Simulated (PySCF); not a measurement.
**Energy of Hg²⁺ (mercury, charge +2) between two integer charges**

The 5d beta orbital of [Xe] 4f14 5d10 is emptied in steps (occupation f), with all orbitals relaxed, ending at [Xe] 4f14 5d9. All numbers are calculated (PySCF 2.14, scalar relativity through the core potential, in aug-cc-pVDZ-PP with ECP60MDF (5s5p4d2f, 54 functions)). The exact energy is a straight line in f; departures are measured from the line between the end points of the same method.

```tsv
f	UHF (eV)	LDA (eV)	PBE (eV)	PBE0 (eV)	r2SCAN (eV)	LC-wPBE (eV)	BHandHLYP (eV)	wB97X (eV)	B3LYP (eV)	MN15 (eV)
1	0.000	0.000	0.000	0.000	0.000	0.000	0.000	0.000	0.000	0.000
0.8	0.246	-1.077	-1.052	-0.735	-0.988	-0.270	-0.415	-0.322	-0.800	-0.636
0.6	0.362	-1.622	-1.583	-1.105	-1.482	-0.406	-0.627	-0.486	-1.205	-0.957
0.4	0.354	-1.629	-1.587	-1.108	-1.482	-0.408	-0.631	-0.489	-1.209	-0.959
0.2	0.231	-1.090	-1.061	-0.740	-0.988	-0.273	-0.423	-0.328	-0.808	-0.640
0	0.000	0.000	0.000	0.000	0.000	0.000	0.000	0.000	0.000	0.000
```

| method | E(f=0) − E(f=1) (eV) | −ε at f=1 (eV) | −ε at f=0.4 (eV) |
| --- | --- | --- | --- |
| UHF | 33.604 | 35.180 | 33.272 |
| LDA | 35.695 | 28.999 | 37.021 |
| PBE | 35.325 | 28.774 | 36.628 |
| PBE0 | 35.218 | 30.639 | 36.131 |
| r2SCAN | 35.207 | 29.038 | 36.443 |
| LC-wPBE | 35.077 | 33.404 | 35.411 |
| BHandHLYP | 34.978 | 32.401 | 35.483 |
| wB97X | 35.077 | 33.079 | 35.470 |
| B3LYP | 35.301 | 30.318 | 36.289 |
| MN15 | 35.288 | 31.328 | 36.081 |

Orbital energy along the path (eV):

| f | UHF | LDA | PBE | PBE0 | r2SCAN | LC-wPBE | BHandHLYP | wB97X | B3LYP | MN15 |
| --- | --- | --- | --- | --- | --- | --- | --- | --- | --- | --- |
| 1 | -35.180 | -28.999 | -28.774 | -30.639 | -29.038 | -33.404 | -32.401 | -33.079 | -30.318 | -31.328 |
| 0.8 | -34.500 | -31.633 | -31.363 | -32.452 | -31.500 | -34.058 | -33.406 | -33.859 | -32.284 | -32.891 |
| 0.6 | -33.866 | -34.309 | -33.983 | -34.284 | -33.970 | -34.729 | -34.435 | -34.658 | -34.276 | -34.479 |
| 0.4 | -33.272 | -37.021 | -36.628 | -36.131 | -36.443 | -35.411 | -35.483 | -35.470 | -36.289 | -36.081 |
| 0.2 | -32.713 | -39.763 | -39.292 | -37.986 | -38.914 | -36.097 | -36.551 | -36.296 | -38.320 | -37.688 |
| 0 | -32.187 | -42.530 | -41.967 | -39.846 | -41.379 | -36.782 | -37.641 | -37.135 | -40.366 | -39.283 |

Reference removal energy between the ground levels: 34.49 ± 0.05 eV (measured; NIST Atomic Spectra Database, ionization energies). The calculation has no spin-orbit coupling. UHF lacks correlation.
